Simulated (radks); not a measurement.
Spherical jellium clusters: N electrons in a uniform positive sphere of charge N and radius rs N^(1/3), rs = 5.33 bohr. Calculated with a radial shooting solver with Libxc functionals: non-relativistic Kohn-Sham, PBEsol, spin-polarised, spherical densities. Levels are named by radial order and angular momentum (1s, 1p, 1d, 2s, ...), and open shells are averaged over m.

N = 2, configuration 1s2. This is the lowest configuration that the search found. Occupied and some empty levels:

level,occupation,eigenvalue (eV),<r> (bohr)
1s,2,-2.5241,5.124
1p,0,-1.2037,6.938

Energy (eV): total -3.26917, kinetic 2.0102, external -19.145, Hartree 9.5678, exchange-correlation -5.4271, background 9.7250.
